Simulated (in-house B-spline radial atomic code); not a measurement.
A fraction x of an electron is removed from 3d in the vanadium ion V²⁺, starting from [Ar] 3d3 and keeping the highest spin. Method: scalar-relativistic (X2C) r2SCAN, spin-polarised, spherical fractional occupations, Fermi nucleus of rms radius 3.6002 fm. Calculated with a radial B-spline atomic code at the basis-set limit.

```
   x  E(x) - E(0) (eV)  3d up level (eV)
   0            0.0000           -22.330
0.07            1.5978           -23.323
0.14            3.2656           -24.331
0.36            8.9738           -27.584
 0.4           10.0893           -28.189
 0.5           12.9845           -29.720
0.54           14.1857           -30.339
0.69           18.9126           -32.696
0.83           23.6468           -34.944
0.88           25.4143           -35.757
   1           29.8235           -37.733
```

The exact functional would give a straight line between the two integer points. Deviations E(x) - E(0) - x[E(1) - E(0)], in eV: -0.49 at x = 0.07, -0.91 at x = 0.14, -1.763 at x = 0.36, -1.84 at x = 0.4, -1.927 at x = 0.5, -1.919 at x = 0.54, -1.666 at x = 0.69, -1.107 at x = 0.83, -0.83 at x = 0.88.

The curve lies below the straight line by up to 1.927 eV (at x = 0.5): convex, the delocalisation error that favours fractional charges.

Question: How well does Slater's transition state (minus the level at half occupation) give the ionisation energy?

Answer: It gives 29.720 eV against 29.823 eV from the two total energies; NIST lists 29.31 eV, ground level to ground level.
